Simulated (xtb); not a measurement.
xtb input (GFN1-xTB):

```bash
xtb mol.xyz --gfn 1 --opt tight --chrg 0 --uhf 0
```
mol.xyz:
```
9

Si    -0.24507858    -0.01370956    -0.19547957
Br     0.09214517    -1.75793710     1.13531399
Br    -0.01203455     1.83282145     1.01409672
Br     1.19928679    -0.02780393    -1.85434430
O     -1.71810254    -0.07854398    -0.85005228
C     -2.95994866    -0.09072614    -0.14361848
H     -3.75185067    -0.13881752    -0.88760820
H     -3.01988068    -0.96288761     0.50963224
H     -3.07156556     0.81853304     0.44949483
```

End of the output:

```

optimized geometry written to: xtbopt.xyz

           -------------------------------------------------
          | TOTAL ENERGY              -22.173415495650 Eh   |
          | GRADIENT NORM               0.000596621371 Eh/α |
          | HOMO-LUMO GAP               5.906853186139 eV   |
           -------------------------------------------------

------------------------------------------------------------------------
Note: The following floating-point exceptions are signalling: IEEE_DENORMAL
normal termination of xtb
------------------------------------------------------------------------
 total:
 SCF:
 ANC optimizer:
```
